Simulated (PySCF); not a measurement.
Bond curve of HI

Set-up: basis H cc-pVTZ, I cc-pVTZ-PP with ECP28; scalar-relativistic core potentials; PySCF 2.14. Energies in eV from H + I in their ground configurations at the same level. State: ¹Σ⁺ (singlet), closed shell.

```tsv
R (Å)	PBE0
1.391	-2.626
1.456	-3.019
1.521	-3.242
1.569	-3.323
1.618	-3.347
1.667	-3.323
1.731	-3.234
1.812	-3.056
1.909	-2.777
2.039	-2.345
```

Problem. Put a parabola through the three lowest points of the PBE0 curve and estimate Re, k and ωe (reduced mass 0.9999 u; 1 eV/Å² = 0.16022 mdyn/Å; ωe = 1302.8·√(k/μ) cm⁻¹).

Solution. Through R = 1.569, 1.618, 1.667 Å the second-order coefficient is 10.0 eV/Å², so Re ≈ 1.618 Å, k ≈ 3.20 mdyn/Å and ωe ≈ 2332 cm⁻¹. A polynomial fit of higher order to the unrounded PBE0 energies gives Re = 1.616 Å, k = 3.21 mdyn/Å, ωe = 2333 cm⁻¹; anharmonicity and rounding make the difference.

The higher-order fit for each curve: PBE0: Re = 1.616 Å, ωe = 2333 cm⁻¹, De = 3.35 eV.

Spin–orbit coupling is left out, which matters for elements this heavy, above all for dissociation energies.
